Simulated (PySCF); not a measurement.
One ligand Y is varied and pulled off as a radical: Zn(OH)1–Y. All species are isolated molecules in the gas phase. One relaxed conformer stands for each flexible species; it need not be the lowest. Multiplicities are imposed; where one is given, others were not computed. Strings in code marks are SMILES.

The LUMO from two functionals at the same geometries (PBE-D3(BJ)/def2-SVP), both in PySCF: PBE-D3(BJ)/def2-TZVP and B3LYP-D3(BJ)/def2-TZVP. B3LYP has the VWN-RPA correlation part, as in Gaussian. 

```tsv
species	B3LYP-D3(BJ)/def2-TZVP (eV)
Y = Cl ([Zn(OH)(Cl)])	-1.83
Y = F ([Zn(OH)(F)])	-1.94
Y = Br	-1.88
Y = OH ([Zn(OH)2])	-1.53
```

Problem. What does PBE-D3(BJ)/def2-TZVP give for each?

Solution. 
- Y = Cl ([Zn(OH)(Cl)]): -2.39
- Y = F ([Zn(OH)(F)]): -2.49
- Y = Br: -2.42
- Y = OH ([Zn(OH)2]): -2.05
Over these rows, drawn at random from the members with no instability flagged (it was tested for open shells, ions and some series alone), PBE minus B3LYP-D3(BJ): mean -0.54 eV, from -0.56 eV to -0.52 eV.
